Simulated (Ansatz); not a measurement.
`[OH][Al]([F])[F]` + HBr → `[OH][Al]([F])[Br]` + H–F at 400 K and 1 bar (ligand exchange at the Al–F bond).

Program: Ansatz. Geometries: PBE0-D4/def2-TZVP. ΔE: electronic, gas phase. CCSD(T)/CBS is the MP2 limit (def2-TZVPP, def2-QZVPP) plus CCSD(T) − MP2 in def2-TZVPP, frozen cores. This one scheme is used for every species. For Br outer-core shells are correlated without core-valence functions, which leaves a few kJ/mol of doubt a bond. Scalar relativity is left out up to krypton. One conformer a species, not always the lowest.

```json
{"species": "`[OH][Al]([F])[F]`", "CCSD(T)/CBS energy (Eh)": "-517.59653", "H − E (kJ/mol)": "73.2", "S (J/(mol·K))": "321.8"}
{"species": "HBr", "CCSD(T)/CBS energy (Eh)": "-2573.91920", "H − E (kJ/mol)": "27.6", "S (J/(mol·K))": "207.2"}
{"species": "`[OH][Al]([F])[Br]`", "CCSD(T)/CBS energy (Eh)": "-2991.11301", "H − E (kJ/mol)": "71.3", "S (J/(mol·K))": "346.9"}
{"species": "H–F", "CCSD(T)/CBS energy (Eh)": "-100.39570", "H − E (kJ/mol)": "36.5", "S (J/(mol·K))": "182.2"}
```

H − E and S are ideal-gas, rigid-rotor, harmonic terms from PBE0-D4/def2-TZVP, for one conformer and one mirror image of each species. 1 Eh = 2625.50 kJ/mol, R = 8.31446 J/(mol·K).

Task: By hand: ΔE, ΔH, ΔS and ΔG.

Result: ΔE = (-2991.11301) + (-100.39570) − (-517.59653) − (-2573.91920) = 0.00702 Eh = 18.4 kJ/mol. Δ(H − E) = 71.3 + 36.5 − 73.2 − 27.6 = 7.0, so ΔH = 25.4 kJ/mol. ΔS = 346.9 + 182.2 − 321.8 − 207.2 = 0.1 J/(mol·K). ΔG = 25.4 − 400 × (0.1)/1000 = 25.4 kJ/mol.

Task: By hand: the equilibrium constant, and the temperature at which ΔG would vanish if ΔH and ΔS stayed fixed.

Result: log₁₀ K = −ΔG/(RT ln 10) = -3.3. ΔG = 0 at ΔH/ΔS = 254000 K, far beyond where these terms or the molecules hold.

The number of gas molecules stays the same, so ΔS is small and ΔH decides. A doubt of 5 kJ/mol in ΔE shifts log₁₀ K by 0.7 here. Other conformers and mirror images would add mixing entropy, several J/(mol·K) or more a flexible species. These are equilibria of isolated gas molecules and say nothing of rates. Largest T1 diagnostic: 0.013 (customary marks: 0.02 for closed shells, 0.045 for open ones).
